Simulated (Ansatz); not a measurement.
# A family of molecules: the atomisation energy (no zero-point term)

One atom is swapped for its congeners: BSiH4ClO2 `OB(Cl)O[SiH3]`; AlSiH4ClO2 `[OH][Al]([Cl])[O][SiH3]`; InSiH4ClO2 `[OH][In]([Cl])[O][SiH3]`. The Ga member is missing. All are singlets with charge 0.

Shapes, held fixed at every level: PBE0-D4/def2-TZVP. Flexible molecules stand in one conformer, not always the lowest. Programs: Ansatz 0.2.0. Values in eV.

```json
{"level": "HF/def2-TZVPP", "BSiH4ClO2": "26.90", "AlSiH4ClO2": "25.27", "InSiH4ClO2": "20.55"}
{"level": "SPW92/def2-TZVPP", "BSiH4ClO2": "41.02", "AlSiH4ClO2": "38.02", "InSiH4ClO2": "33.61"}
{"level": "r2SCAN-D4/def2-TZVPP", "BSiH4ClO2": "36.19", "AlSiH4ClO2": "34.06", "InSiH4ClO2": "29.45"}
{"level": "r2SCAN0-D4/def2-TZVPP", "BSiH4ClO2": "35.54", "AlSiH4ClO2": "33.43", "InSiH4ClO2": "28.72"}
{"level": "B2PLYP/def2-TZVPP", "BSiH4ClO2": "35.62", "AlSiH4ClO2": "33.55", "InSiH4ClO2": "28.91"}
{"level": "CCSD/def2-TZVPP", "BSiH4ClO2": "34.53", "AlSiH4ClO2": "32.70", "InSiH4ClO2": "28.16"}
{"level": "CCSD(T)/def2-TZVPP", "BSiH4ClO2": "35.05", "AlSiH4ClO2": "33.16", "InSiH4ClO2": "28.71"}
```

At CCSD(T)/def2-TZVPP the atomisation energy falls at every step, from 35.05 to 28.71 eV. Every level shows the same order. For atoms past krypton def2 sets carry core potentials with scalar relativity. Correlated rows may include outer-core shells of In, which these sets cover unevenly. Spin-orbit coupling, which grows down the group, is left out (summed over each molecule's free atoms 0.08, 0.08, 0.26 eV).
